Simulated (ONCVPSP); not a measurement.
**lanthanum: one change to an ONCV potential, before and after**

| Item | Value |
| --- | --- |
| Element | lanthanum |
| Generator | ONCVPSP 4.0.1 |
| Type | optimised norm-conserving Vanderbilt (ONCV) |
| Functional | PBEsol |
| Relativity | scalar-relativistic |
| Frozen core | [Kr] 4d10 |
| Valence charge | 11 |
| Reference configuration | 5s2 5p6 5d1.5 6s1.5 |
| Partial waves | 5s+6s: rc 2.70 bohr, ncon 5, nbas 8, qcut 5 1/bohr, 2 projectors; 5p: rc 2.85 bohr, ncon 5, nbas 8, qcut 4.4 1/bohr, 1 projector; 5d: rc 2.90 bohr, ncon 4, nbas 8, qcut 3 1/bohr, 1 projector; f scattering state at 0.12 Ha: rc 2.95 bohr, ncon 4, nbas 7, qcut 4.3 1/bohr, 2 projectors, debl 2.1 Ha |
| Local potential | polynomial inside 2.35 bohr (lpopt 5, dvloc0 4 Ha) |
| Core correction | none |

In the f channel the program set the typed energies aside and used -0.130, 1.970 Ha.

All-electron outer shells of the reference configuration (PBEsol, scalar-relativistic, ld1.x):

```csv
shell,level (eV),outermost node (bohr),outermost maximum (bohr)
5s,-38.12,0.77,1.41
5p,-21.63,0.83,1.58
6s,-3.42,1.87,3.88
5d,-2.60,0.95,2.24
```

Change: s: qcut 3.2.

Cutoffs: the cutoffs (Ha) at which the residual kinetic energy of the hardest occupied pseudo-wave falls to 1 and 0.1 mHa per electron; they do not see the model core or the augmentation charge, which bear on the density cutoff. Errors are all-electron minus pseudo energies relative to the spin-unpolarised reference configuration.

Question: What does the change do?

Answer: The potential gets harder (8.9 Ha and 24 Ha → 11 Ha and 24 Ha); the lowest positive-energy flag moves from none to s at 30.2 eV; of the 4 tests that both files solve, the error grows in 1 and shrinks in 1 by more than 15 % and 0.3 meV (median size 1.8 → 1.9 meV); the range in which the s phases agree narrows (upper end 2.7 → 0.4); neither file shows a bound ghost.

```csv
quantity,base,changed
"cutoff, loose",8.9 Ha,11 Ha
"cutoff, tight",24 Ha,24 Ha
loose cutoff by channel,"s 8.9 Ha, p 4.8 Ha, d 6.1 Ha","s 11 Ha, p 4.8 Ha, d 6.1 Ha"
bound ghosts,none,none
GHOST(+) flags under 300 eV,none,s at 30.2 eV
"error for 5s2 5p6 5d1 6s2, meV [ΔE -0.35 eV]",+0.8,+0.2
"error for 5s2 5p6 5d1 6s1, meV [ΔE 5.64 eV]",+0.1,+0.7
"error for 5s2 5p6 5d1 6s0, meV [ΔE 16.49 eV]",-2.7,-3.1
"error for 4f1 5s2 5p6 5d0 6s1, meV [ΔE 5.87 eV]",+1404,+1407
s: phases at 2.74 bohr within 0.05 rad from the reference energy up to (Ha; the scan ends near 5),2.7,0.4
p: phases at 2.89 bohr within 0.05 rad from the reference energy up to (Ha; the scan ends near 5),0.3,0.3
d: phases at 2.94 bohr within 0.05 rad from the reference energy up to (Ha; the scan ends near 5),1.0,1.0
f: phases at 3.00 bohr within 0.05 rad from the reference energy up to (Ha; the scan ends near 5),0.1,0.1
```

Base: The cutoffs count occupied waves only; projector 2 of the f channel, the hardest unoccupied one, needs 33 Ha at the loose tolerance. These tests converged, but a pseudo level misses the all-electron one widely, so the file describes the atom poorly there or has found another state: 4f1 5s2 5p6 5d0 6s1: 4f by 2.6 eV. Changed file: The cutoffs count occupied waves only; projector 2 of the f channel, the hardest unoccupied one, needs 33 Ha at the loose tolerance. These tests converged, but a pseudo level misses the all-electron one widely, so the file describes the atom poorly there or has found another state: 4f1 5s2 5p6 5d0 6s1: 4f by 2.6 eV.
